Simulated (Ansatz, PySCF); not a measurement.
Molecule: SiPH4, net charge 0, doublet state. SMILES: [SiH3][PH]
Structure (B3LYP-D3(BJ)/def2-TZVP (Ansatz, a first-principles code) minimum search):
```
Si
H 1 1.4808
H 1 1.4839 2 108.99
H 1 1.4839 2 108.99 3 -118.40
P 1 2.2606 2 109.00 3 120.80
H 5 1.4248 1 91.77 2 180.00
```
Charge 0, spin multiplicity 2.

Unscaled harmonic wavenumbers (cm⁻¹) in rising order, each level at the stationary point that it reaches from this structure (no distance between atoms moves by over 0.3 Å); the order of modes can differ between levels, and a negative number is imaginary. B3LYP-D3(BJ)/def2-TZVP (PySCF, at the structure above): 181, 441, 481, 492, 776, 905, 945, 951, 2206, 2212, 2233, 2355.

HF/6-31G* (Ansatz): 184, 483, 540, 569, 863, 1007, 1032, 1034, 2375, 2375, 2390, 2560. Zero-point energy 22.0 against 20.3 kcal/mol; where all levels lie over 400 cm⁻¹, the wavenumbers are on average 1.099 times those of B3LYP-D3(BJ)/def2-TZVP.

B3LYP/6-31G* (Ansatz): 180, 442, 489, 498, 793, 909, 942, 946, 2226, 2234, 2260, 2363. Zero-point energy 20.4 against 20.3 kcal/mol; where all levels lie over 400 cm⁻¹, the wavenumbers are on average 1.008 times those of B3LYP-D3(BJ)/def2-TZVP.
